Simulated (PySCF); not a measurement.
# Working out the ionisation energy of Ba

Ba [Xe] 6s2 (1S) → Ba⁺ [Xe] 6s1 (2S). Calculation: PySCF 2.14, in def2-QZVPPD with the def2 core potential (46 electrons); scalar relativity through the core potential. Frozen: nothing. Energies in hartree (1 hartree = 27.21139 eV):

```tsv
part	Ba (lower)	Ba⁺ (upper)
UHF	-25.095222	-24.938655
MP2 opposite-spin	-0.144861	-0.121532
MP2 same-spin	-0.047191	-0.041659
```

What does Hartree-Fock give?

(-24.938655) − (-25.095222) = 0.156567 hartree = 4.260 eV.

What do MP2 and SCS-MP2 (6/5 opposite-spin, 1/3 same-spin) give?

The opposite-spin parts differ by 0.635 eV and the same-spin parts by 0.151 eV. MP2: 4.260 + (0.635) + (0.151) = 5.046 eV. SCS-MP2: 4.260 + 1.2 × (0.635) + (0.151)/3 = 5.072 eV.

Measured between the centres of the two terms (NIST): 5.212 eV, so MP2 (valence and next inner shell) is off by -0.166 eV.

What remains against the reference includes basis incompleteness and correlation beyond second order.
